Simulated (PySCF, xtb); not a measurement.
ClF2H3Si2. Atoms are numbered in the order given.

```xyz
8

Si    -1.1820    -0.2161     0.3350
F     -1.9404    -1.6466     0.3426
F     -1.8326     0.6626    -0.8565
Si     1.0796    -0.5640    -0.1485
Cl     1.9931     1.2873     0.0660
H     -1.4596     0.4691     1.6220
H      1.6958    -1.5224     0.8127
H      1.2699    -1.0526    -1.5429
```

Coordinates come from a PBE0-D3(BJ)/def2-SVP optimisation. This is a generated structure with no PubChem entry under its InChIKey; it may be hypothetical. Other conformers were not sampled.

These are PySCF with IEF-PCM-B3LYP/def2-SVP values and carry that method's errors.

The values are the electrostatic part of the solvation free energy, E(continuum) − E(gas) at the gas-phase geometry, in a cavity of scaled van der Waals radii (PySCF's table); cavitation and dispersion terms are not included. In vacuum the orbital gap is 7.16 eV. The dipole moment in vacuum is 1.27 D.

```json
[
 {"solvent": "water", "ε": "78.36", "ΔG(elec) (kcal/mol)": "-2.7", "dipole (D)": "1.58", "gap (eV)": "7.22"},
 {"solvent": "diethylether", "ε": "4.24", "ΔG(elec) (kcal/mol)": "-1.8", "dipole (D)": "1.47", "gap (eV)": "7.20"},
 {"solvent": "ethanol", "ε": "24.85", "ΔG(elec) (kcal/mol)": "-2.6", "dipole (D)": "1.56", "gap (eV)": "7.22"}
]
```

For comparison, GFN2-xTB/ALPB(water) (xtb, at the GFN2-xTB geometry, all terms of that model) gives -0.5 kcal/mol.
